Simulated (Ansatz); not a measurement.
Basis-set series for CH₁₀Si₃, SMILES `C[SiH2][SiH2][SiH3]`. Total charge 0; spin multiplicity 1. The structure was optimised at the PBE0-D4/def2-TZVP level. It is one conformer, not always the lowest.

```csv
functional,basis,functions,energy (Eh),HOMO (eV),LUMO (eV)
PBE0-D4,def2-SVP,118,-911.87756,-7.83,0.10
PBE0-D4,def2-QZVPP,567,-912.25919,-7.76,-0.26
ωB97M-V,def2-SVP,118,-912.16381,-9.77,1.90
ωB97M-V,def2-QZVPP,567,-912.55111,-9.74,1.12
```

(1) Give the rows for def2-TZVPP. (Best estimate.)

## Answers

(1) The calculation gave: 
```tsv
functional	basis	functions	energy (Eh)	HOMO (eV)	LUMO (eV)
PBE0-D4	def2-TZVPP	297	-912.22754	-7.76	-0.16
ωB97M-V	def2-TZVPP	297	-912.52109	-9.74	1.47
```

Positive LUMOs are unbound and depend on the basis.

Computed with Ansatz.
